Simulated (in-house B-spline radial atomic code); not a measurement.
What moves the levels of Sn ([Kr] 4d10 5s2 5p2)? Computed with an all-electron radial atomic-structure program (B-spline basis): Dirac-Hartree-Fock, average of the jj configuration, Fermi nucleus of rms radius 4.5605 fm.

Baseline run (computed): total energy -6176.1446 hartree, 1s1/2 at -1079.32 hartree, 5p1/2 at -6.6341 eV with <r> = 3.214 bohr.

Changing the nucleus:

```csv
nucleus,ΔE (eV)
"Fermi nucleus of rms radius 4.5679 fm, A = 109",0.0128
"Fermi nucleus of rms radius 4.5785 fm, A = 110",0.0311
"Fermi nucleus of rms radius 4.5836 fm, A = 111",0.0399
"Fermi nucleus of rms radius 4.5948 fm, A = 112",0.0593
"Fermi nucleus of rms radius 4.6015 fm, A = 113",0.0709
"Fermi nucleus of rms radius 4.6099 fm, A = 114",0.0855
"Fermi nucleus of rms radius 4.6148 fm, A = 115",0.094
"Fermi nucleus of rms radius 4.625 fm, A = 116",0.112
"Fermi nucleus of rms radius 4.6302 fm, A = 117",0.121
"Fermi nucleus of rms radius 4.6393 fm, A = 118",0.137
"Fermi nucleus of rms radius 4.6438 fm, A = 119",0.145
"Fermi nucleus of rms radius 4.6519 fm, A = 120",0.159
"Fermi nucleus of rms radius 4.6566 fm, A = 121",0.167
"Fermi nucleus of rms radius 4.6634 fm, A = 122",0.179
"Fermi nucleus of rms radius 4.6665 fm, A = 123",0.184
"Fermi nucleus of rms radius 4.6735 fm, A = 124",0.197
"Fermi nucleus of rms radius 4.6765 fm, A = 125",0.202
"Fermi nucleus of rms radius 4.6833 fm, A = 126",0.214
"Fermi nucleus of rms radius 4.6867 fm, A = 127",0.22
"Fermi nucleus of rms radius 4.6921 fm, A = 128",0.229
"Fermi nucleus of rms radius 4.6934 fm, A = 129",0.232
"Fermi nucleus of rms radius 4.7019 fm, A = 130",0.247
"Fermi nucleus of rms radius 4.7078 fm, A = 131",0.257
"Fermi nucleus of rms radius 4.7093 fm, A = 132",0.26
```

A larger nucleus binds the electrons less, roughly as the density at the nucleus times the change of the nuclear <r²>. The reference is A = 108.
